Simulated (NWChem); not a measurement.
Everything below was run with NWChem. System: CClF, charge 0, spin multiplicity 1, at a geometry optimised with PBE/def2-SVP. The structure started from a generated list of species. Level: MP2/def2-TZVP, 7 core orbitals frozen.

Job file:

```
start mol
memory heap 200 mb stack 900 mb global 1100 mb
geometry units angstroms nocenter noautoz
  F      0.255696    -1.484599     0.000000
  C     -0.692872    -0.589252     0.000000
  Cl     0.109174     0.993936     0.000000
  symmetry group Cs
end
basis spherical
  * library def2-tzvp
end
scf
  rhf
  nopen 0
  maxiter 100
  thresh 1e-7
  semidirect memsize 60000000 filesize 0
end
mp2
  freeze core 7
end
task mp2 energy
```

Output (cleaned and shortened):

```
             Northwest Computational Chemistry Package (NWChem) 7.3.0
             --------------------------------------------------------

                                NWChem Input Module
                                -------------------

 Scaling coordinates for geometry "geometry" by  1.889725989
 (inverse scale =  0.529177249)

 Turning off AUTOSYM since
 SYMMETRY directive was detected!

                             Geometry "geometry" -> ""
                             -------------------------

 Output coordinates in angstroms (scale by  1.889725989 to convert to a.u.)

  No.       Tag          Charge          X              Y              Z
 ---- ---------------- ---------- -------------- -------------- --------------
    1 F                    9.0000     0.25569600    -1.48459900     0.00000000
    2 C                    6.0000    -0.69287200    -0.58925200     0.00000000
    3 Cl                  17.0000     0.10917400     0.99393600     0.00000000

 Effective nuclear repulsion energy (a.u.)      84.9296794137

            Nuclear Dipole moment (a.u.)
            ----------------------------
        X                 Y               Z
 ---------------- ---------------- ----------------
    -0.0000188973     0.0000170075     0.0000000000

      Symmetry information
      --------------------

 Group name             Cs
 Group number              2
 Group order               2
 No. of unique centers     3

      Symmetry unique atoms

     1    2    3


 Summary of "ao basis" -> "" (spherical)
 ------------------------------------------------------------------------------
       Tag                 Description            Shells   Functions and Types
 ---------------- ------------------------------  ------  ---------------------
 *                         def2-tzvp                  on all atoms

 Summary of "ao basis" -> "ao basis" (spherical)
 ------------------------------------------------------------------------------
       Tag                 Description            Shells   Functions and Types
 ---------------- ------------------------------  ------  ---------------------
 F                         def2-tzvp                11       31   5s3p2d1f
 C                         def2-tzvp                11       31   5s3p2d1f
 Cl                        def2-tzvp                13       37   5s5p2d1f

                                 NWChem SCF Module
                                 -----------------

  ao basis        = "ao basis"
  functions       =    99
  atoms           =     3
  closed shells   =    16
  open shells     =     0
  charge          =   0.00
  wavefunction    = RHF
  use symmetry    = T
  symmetry adapt  = T

 Summary of "ao basis" -> "ao basis" (spherical)
 ------------------------------------------------------------------------------
       Tag                 Description            Shells   Functions and Types
 ---------------- ------------------------------  ------  ---------------------
 F                         def2-tzvp                11       31   5s3p2d1f
 C                         def2-tzvp                11       31   5s3p2d1f
 Cl                        def2-tzvp                13       37   5s5p2d1f

      Symmetry analysis of basis
      --------------------------

        a'         67
        a"         32

 Forming initial guess at       0.1s

      Superposition of Atomic Density Guess
      -------------------------------------

 Sum of atomic energies:        -596.56709517

      Non-variational initial energy
      ------------------------------

 Total energy =    -597.009171
 1-e energy   =    -993.774367
 2-e energy   =     311.835516
 HOMO         =      -0.272017
 LUMO         =      -0.031307

      Symmetry analysis of molecular orbitals - initial
      -------------------------------------------------

  Numbering of irreducible representations:

     1 a'          2 a"

  Orbital symmetries:

     1 a'          2 a'          3 a'          4 a'          5 a'
     6 a'          7 a"          8 a'          9 a'         10 a'
    11 a'         12 a"         13 a'         14 a"         15 a'
    16 a'         17 a"         18 a'         19 a'         20 a'
    21 a'         22 a"         23 a'         24 a'         25 a"
    26 a'

 Starting SCF solution at       1.0s

 ----------------------------------------------
         Quadratically convergent ROHF

 Convergence threshold     :          1.000E-07
 Maximum no. of iterations :          100
 Final Fock-matrix accuracy:          1.000E-09
 ----------------------------------------------

              iter       energy          gnorm     gmax       time
             ----- ------------------- --------- --------- --------
                 1     -596.6984065577  1.05D+00  2.29D-01      1.0
                 2     -596.7654572056  2.53D-01  4.85D-02      1.1
                 3     -596.7739372917  1.61D-02  4.58D-03      1.3
                 4     -596.7739709317  1.15D-04  2.76D-05      1.6
                 5     -596.7739709330  4.22D-09  1.14D-09      2.1

       Final RHF  results
       ------------------

         Total SCF energy =   -596.773970933025
      One-electron energy =   -993.504453309501
      Two-electron energy =    311.800802962802
 Nuclear repulsion energy =     84.929679413673

        Time for solution =      1.1s

       Symmetry analysis of molecular orbitals - final
       -----------------------------------------------

  Numbering of irreducible representations:

     1 a'          2 a"

  Orbital symmetries:

     1 a'          2 a'          3 a'          4 a'          5 a'
     6 a"          7 a'          8 a'          9 a'         10 a'
    11 a'         12 a"         13 a'         14 a"         15 a'
    16 a'         17 a"         18 a'         19 a'         20 a'
    21 a'         22 a"         23 a'         24 a'         25 a"
    26 a'

             Final eigenvalues
             -----------------

              1
    1 -104.8702
    2  -26.3887
    3  -11.4507
    4  -10.5984
    5   -8.0649
    6   -8.0637
    7   -8.0634
    8   -1.7168
    9   -1.1614
   10   -0.9183
   11   -0.7767
   12   -0.7519
   13   -0.6812
   14   -0.5056
   15   -0.5047
   16   -0.4348
   17    0.0487
   18    0.1741
   19    0.2193
   20    0.2510
   21    0.3181
   22    0.3405
   23    0.4476
   24    0.4677
   25    0.4985
   26    0.5429

                       ROHF Final Molecular Orbital Analysis
                       -------------------------------------

 Vector   14  Occ=2.000000D+00  E=-5.055544D-01  Symmetry=a"
              MO Center=  5.9D-02,  8.3D-01,  8.4D-16, r^2= 1.4D+00
   Bfn.  Coefficient  Atom+Function         Bfn.  Coefficient  Atom+Function
  ----- ------------  ---------------      ----- ------------  ---------------
    79      0.532555  3 Cl pz                82      0.328959  3 Cl pz
    76      0.242487  3 Cl pz                70     -0.192555  3 Cl pz

 Vector   15  Occ=2.000000D+00  E=-5.047215D-01  Symmetry=a'
              MO Center= -3.1D-02,  7.0D-01, -1.0D-17, r^2= 1.7D+00
   Bfn.  Coefficient  Atom+Function         Bfn.  Coefficient  Atom+Function
  ----- ------------  ---------------      ----- ------------  ---------------
    78     -0.372818  3 Cl py                77      0.363710  3 Cl px
    80      0.220392  3 Cl px                81     -0.220728  3 Cl py
    75     -0.169093  3 Cl py                74      0.167109  3 Cl px

 Vector   16  Occ=2.000000D+00  E=-4.348441D-01  Symmetry=a'
              MO Center= -5.4D-01, -1.4D-01, -2.6D-16, r^2= 2.2D+00
   Bfn.  Coefficient  Atom+Function         Bfn.  Coefficient  Atom+Function
  ----- ------------  ---------------      ----- ------------  ---------------
    77      0.338514  3 Cl px                35      0.303767  2 C  s
    36      0.280612  2 C  s                 37     -0.275044  2 C  px
    80      0.245865  3 Cl px                40     -0.239310  2 C  px
    34      0.194958  2 C  s                 74      0.158369  3 Cl px

 Vector   17  Occ=0.000000D+00  E= 4.867515D-02  Symmetry=a"
              MO Center= -6.0D-01, -4.3D-01,  4.4D-17, r^2= 2.1D+00
   Bfn.  Coefficient  Atom+Function         Bfn.  Coefficient  Atom+Function
  ----- ------------  ---------------      ----- ------------  ---------------
    45      0.594940  2 C  pz                42      0.373929  2 C  pz
    39      0.357501  2 C  pz                82     -0.300640  3 Cl pz
    14     -0.239718  1 F  pz                 8     -0.167213  1 F  pz
    79     -0.150528  3 Cl pz

 Vector   18  Occ=0.000000D+00  E= 1.741032D-01  Symmetry=a'
              MO Center= -2.5D-01,  2.6D-01,  2.7D-15, r^2= 3.8D+00
   Bfn.  Coefficient  Atom+Function         Bfn.  Coefficient  Atom+Function
  ----- ------------  ---------------      ----- ------------  ---------------
    67     -0.890397  3 Cl s                 35      0.847176  2 C  s
    81      0.836028  3 Cl py                44      0.747568  2 C  py
    80      0.456051  3 Cl px                41      0.442027  2 C  py
     5      0.291692  1 F  s                 43      0.257504  2 C  px
    38      0.254512  2 C  py                78      0.179606  3 Cl py

 Vector   19  Occ=0.000000D+00  E= 2.192559D-01  Symmetry=a'
              MO Center=  5.5D-03, -7.2D-01,  6.5D-16, r^2= 4.7D+00
   Bfn.  Coefficient  Atom+Function         Bfn.  Coefficient  Atom+Function
  ----- ------------  ---------------      ----- ------------  ---------------
    36      2.440583  2 C  s                  5     -1.772110  1 F  s
    43      1.331486  2 C  px                67     -0.964683  3 Cl s
    81      0.760693  3 Cl py                13     -0.447758  1 F  py
    40      0.417391  2 C  px                12      0.323091  1 F  px
    44     -0.320967  2 C  py                 3     -0.164354  1 F  s

 center of mass
 --------------
 x =   0.01034251 y =  -0.01487411 z =   0.00000000

 moments of inertia (a.u.)
 ------------------
         287.762379442429          -5.302273228182           0.000000000000
          -5.302273228182          26.489439280947           0.000000000000
           0.000000000000           0.000000000000         314.251818723376

  Mulliken analysis of the total density
  --------------------------------------

    Atom       Charge   Shell Charges
 -----------   ------   -------------------------------------------------------
    1 F    9     9.15   0.77  1.20  0.60  1.02  0.31  2.23  2.26  0.73  0.00  0.02  0.00
    2 C    6     5.79   0.86  1.11  0.64  0.87  0.26  0.83  0.89  0.14  0.03  0.12  0.02
    3 Cl  17    17.07   2.01  0.45  1.52  1.10  0.83  4.18  1.69  1.07  2.82  1.35  0.01  0.03  0.00

       Multipole analysis of the density wrt the origin
       ------------------------------------------------

     L   x y z        total         open         nuclear
     -   - - -        -----         ----         -------
     0   0 0 0     -0.000000      0.000000     32.000000

     1   1 0 0      0.173530      0.000000     -0.000019
     1   0 1 0      0.015976      0.000000      0.000017
     1   0 0 1     -0.000000      0.000000      0.000000

     2   2 0 0    -18.753858      0.000000     13.111077
     2   1 1 0      0.038151      0.000000      3.135061
     2   1 0 1     -0.000000      0.000000      0.000000
     2   0 2 0    -17.295628      0.000000    138.250414
     2   0 1 1     -0.000000      0.000000      0.000000
     2   0 0 2    -16.465317      0.000000      0.000000

                   NWChem MP2 Semi-direct Energy/Gradient Module
                   ---------------------------------------------

  Basis functions       =     99
  Molecular orbitals    =     99
  Frozen core           =      7
  Frozen virtuals       =      0
  Active alpha occupied =      9
  Active beta occupied  =      9
  Active alpha virtual  =     83
  Active beta virtual   =     83
  Use MO symmetry       = T
  Use skeleton AO sym   = T

  AO/Fock/Back tols     =   1.0D-09  1.0D-09  1.0D-09

 GA uses MA = F    GA memory limited = T

 Available:
  local mem=  1.26D+08
 global mem=  1.44D+08
 local disk=  0.00D+00
  mp2_memr nvloc                    83
  nvloc new                    83
   1 passes of   9:        5242880                      57329                  12235815.
   1 passes of   9: M    126149824           G      144159598           F     120906944.

 Semi-direct pass number   1 of   1  for RHF alpha+beta  at        2.1s
  vrange nnbf                  4811
  mp2_eaftype                    46  avail_ma_in_mb                  1099
 EAF : mp2_eaftype filesize          46    6117907.
  mp2_eaf for mointskh                     46
Node 0 wrote     28.8 Mb in      0.0 s     Agg I/O rate:  2580.2 Mb/s
 Done moints_semi at        4.6s
  mp2_eaftype                    46  avail_ma_in_mb                  1053
 EAF : mp2_eaftype filesize          46    6117907.
  mp2_eaf for kh                    46
 Done maket at        4.8s
 Done multipass loop at        4.8s

          -------------------------------------------
          SCF energy                -596.773970933025
          Correlation energy          -0.569233026004
          Singlet pairs               -0.350646518291
          Triplet pairs               -0.218586507713
          Total MP2 energy          -597.343203959029
          -------------------------------------------

          ---------------------------------------------------
                    Spin Component Scaled (SCS) MP2
          Same spin pairs                     -0.145724338475
          Same spin scaling factor             0.333333333333
          Opposite spin pairs                 -0.423508687529
          Opposite spin scaling fact.          1.200000000000
          SCS-MP2 correlation energy          -0.556785204526
          Total SCS-MP2 energy              -597.330756137551
          ---------------------------------------------------

 -----------------------
 Performance information
 -----------------------

 Timer overhead =  1.74D-07 seconds/call

               Nr. of calls         CPU time (s)                 Wall time (s)                GFlops
             ---------------    -------------------     ------------------------------   -------------------
Name         Min   Avg   Max    Min     Avg     Max     Min     Avg     Max   Mx/calls   Min     Max     Sum
mp2: moin     1     1     1    2.5     2.5     2.5      2.5     2.5     2.5     2.5      0.0     0.0     0.0
mp2: make     1     1     1   0.11    0.11    0.11     0.11    0.11    0.11    0.11      0.0     0.0     0.0
mp2: tota     1     1     1    2.7     2.7     2.7      2.7     2.7     2.7     2.7      0.0     0.0     0.0

 The average no. of pstat calls per process was 3.00D+00
 with a timing overhead of 5.21D-07s

 Task  times  cpu:        4.7s     wall:        4.7s

 Total times  cpu:        4.8s     wall:        4.8s
```
